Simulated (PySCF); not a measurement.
State search for MgBr

Unrestricted PBE0; basis Mg aug-pcseg-1, Br aug-pcseg-1; no relativity; PySCF 2.14. Outer shells of the fragments: Mg 3s2; Br 3d10 4s2 4p5.

Followed along the bond (rough minima from three points):

```csv
2Ms+1,unpaired,⟨S²⟩ at the start,R at minimum (Å),Te (eV)
2,σ ↑,0.75,2.42,0.00
4,"σ ↑, π ↑↑",3.75,none in the scan,≤ 5.32
```

Solutions found at the starting distance of 2.470 Å, counted from the lowest of them; the search is not exhaustive and high or unbound solutions are not listed, so other states can lie among these:

| 2Ms+1 | unpaired | term | E (eV) | ⟨S²⟩ | ⟨Lz²⟩ | μ (D) |
| --- | --- | --- | --- | --- | --- | --- |
| 2 | σ ↑ | ²Σ⁺ | 0.00 | 0.75 | 0.00 | -3.98 |
| 2 | π ↑ | ²Π | 3.11 | 0.76 | 1.00 | -4.80 |
| 2 | π ↑ | ²Π | 3.94 | 0.75 | 1.00 | 3.73 |
| 4 | σ ↑, π ↑↑ | mixed | 5.57 | 3.75 | 2.00 | 3.22 |
| 4 | σ ↑, π ↑↑ | mixed | 5.71 | 3.75 | 2.00 | 3.43 |
| 4 | σ ↑↑, π ↑ | ⁴Π | 6.59 | 3.75 | 1.00 | 2.82 |
| 4 | σ ↑↑, π ↑ | ⁴Π | 6.76 | 3.75 | 1.01 | 0.28 |
| 4 | σ ↑↑↑ | ⁴Σ⁺ | 7.83 | 3.75 | 0.00 | 1.47 |

A term symbol is given only where ⟨S²⟩ and ⟨Lz²⟩ are close to those of a pure state; real π, δ and φ orbitals otherwise mix terms. A positive dipole means Mg(−)Br(+).

Spin–orbit coupling is left out. Counting both spins, an empty level lies below a filled one in some of these solutions, because spin and occupation are held.
